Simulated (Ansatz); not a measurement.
Isolated molecules relaxed with PBE0-D4/def2-TZVP in Ansatz; ΔE leaves out vibrations. CCSD(T)/CBS adds triple-zeta CCSD(T) − MP2 to the extrapolated MP2 energy (def2 sets, frozen cores). This one scheme is used for every species, atoms too. DFT in def2-TZVPP. B3LYP here is the variant with VWN-RPA as its local correlation; programs differ in this. No spin–orbit coupling; open shells (•) take unrestricted orbitals. Spin–orbit coupling would lower the free atoms: a little for C, Cl, Si.

Reaction (atomization): `ClC1=C[SiH2]1` → 2 C• + Cl• + 3 H• + Si•

`ClC1=C[SiH2]1`:

```xyz
7

Cl    1.497    2.126    0.131
C     0.559    0.710    0.064
C     0.745   -0.569    0.365
Si   -0.927   -0.254   -0.277
H     1.546   -1.181    0.758
H    -1.311   -0.626   -1.660
H    -2.108   -0.206    0.618
```

```
        species  B3LYP energy (Eh)
`ClC1=C[SiH2]1`         -827.72139
             C•          -37.85948
            Cl•         -460.16701
             H•           -0.50215
            Si•         -289.39209
```

(1) Work out ΔE.

Largest T1 diagnostic among the species: 0.013.

## Answers

(1) ΔE = 3 × (-0.50215) + 2 × (-37.85948) + (-460.16701) + (-289.39209) − (-827.72139) = 0.93688 Eh = +587.9 kcal/mol. CCSD(T)/CBS gives +595.2 kcal/mol.

The D4 term adds +6.2 kcal/mol with B3LYP and +3.2 kcal/mol with PBE0; it sums over pairs of atoms, weighted by their polarisabilities, and B3LYP, whose exchange is more repulsive, gets the larger term. At CCSD(T), def2-SVP lies −37.2 kcal/mol from the extrapolated value and def2-TZVPP −17.8 kcal/mol: correlation converges slowly with the basis, and small sets miss more of it in the bonded molecule than in its fragments. From r2SCAN to r2SCAN0 (25 % exact exchange), in def2-TZVPP and without D4, ΔE moves by −11.2 kcal/mol: exact exchange takes away binding that semilocal exchange gives to molecules.

For atomizations the MP2-based limit and the directly extrapolated one differ by several kJ/mol either way, and by 10 to 25 for some Ge, Se and Sn compounds, so smaller differences from it don't rank the levels.
